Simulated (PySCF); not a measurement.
A series of derivatives of CCS(=O)(=O)[O-]

Parent skeleton `[CH3:1][CH2:2][S:3](=[O:4])(=[O:5])[O-:6]`; one hydrogen on atom 1 is replaced by X. Hydrogens on one atom are averaged.

[PySCF 2.14.0 with density-fitted response routines: σ from GIAO-PBE0/pcSseg-1; geometry from GFN2-xTB; one computed conformer; gas phase; no relativistic terms; one averaged value for each set of equivalent atoms]

Referencing at the same level of theory: TMS for $^{13}$C (σref 186.93) and $^{1}$H (σref 31.72); $^{33}$S (σref 503.73) vs CS2; $^{17}$O (σref 336.08) against H2O.

Parent (X = H): C1 12.5, C2 52.5, S3 319.8, O4/O5/O6 212.5, H(C1) 1.26, H(C2) 1.80 ppm. Effects are Δδ = δ(X) − δ(H), positive for deshielding.

(1) Order these by the shift of S3, most shielded first.
A. X = CH=NMe
B. X = COOCH3
C. X = CH2OCH3

(2) Order these by the shift of H(C1), most shielded first.
A. X = CH2OCH3
B. X = COOCH3
C. X = CH=NMe

## Answers

(1) C (-6.9 ppm), A (-4.9 ppm), B (-2.8 ppm).

(2) A (+0.53 ppm), B (+0.98 ppm), C (+1.70 ppm).

Experimental scales use liquid or dissolved standards, which lie at an offset from isolated H2O (liquid H2O: subtract about 36 ppm).
